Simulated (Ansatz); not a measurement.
Correlation energies of C2H7ClO2Si2 (`C=C[Si](O)(Cl)O[SiH3]`) by basis set

Z-matrix (Å, degrees):
```
Si
C 1 1.834
Cl 1 2.067 2 110.9
O 1 1.627 2 108.5 3 118.3
O 1 1.620 2 110.1 3 -118.2
C 2 1.330 1 122.5 3 115.8
H 2 1.088 1 118.5 3 -63.9
H 4 0.958 1 118.5 2 -160.4
Si 5 1.642 1 144.1 2 130.1
H 6 1.086 2 122.0 1 -179.9
H 6 1.086 2 121.6 1 0.4
H 9 1.484 5 110.3 1 -60.2
H 9 1.483 5 107.4 1 -179.8
H 9 1.485 5 110.2 1 60.8
```

The species carries charge 0 and has multiplicity 1. The structure was optimised at the PBE0-D4/def2-TZVP level. It is one conformer, not always the lowest. Frozen core, restricted reference, the Gaussian-basis code of Ansatz. CBS rows extrapolate triple and quadruple zeta; past MP2 they add the triple-zeta difference.

| basis | HF (Eh) | MP2 corr. | CCSD corr. | (T) | CCSD(T) total |
| --- | --- | --- | --- | --- | --- |
| def2-TZVPP | -1267.24601 | ? | ? | ? | ? |
| def2-QZVPP | -1267.28866 | ? | – | – | – |
| CBS(def2) | -1267.29453 | -1.38925 | -1.44832 | as TZ | -1268.79397 |

(1) Fill in the withheld values. (Best estimate.)

Results:

(1) Computed: def2-TZVPP MP2 corr.: -1.21797; def2-TZVPP CCSD corr.: -1.27704; def2-TZVPP (T): -0.05112; def2-TZVPP CCSD(T) total: -1268.57417; def2-QZVPP MP2 corr.: -1.31637.
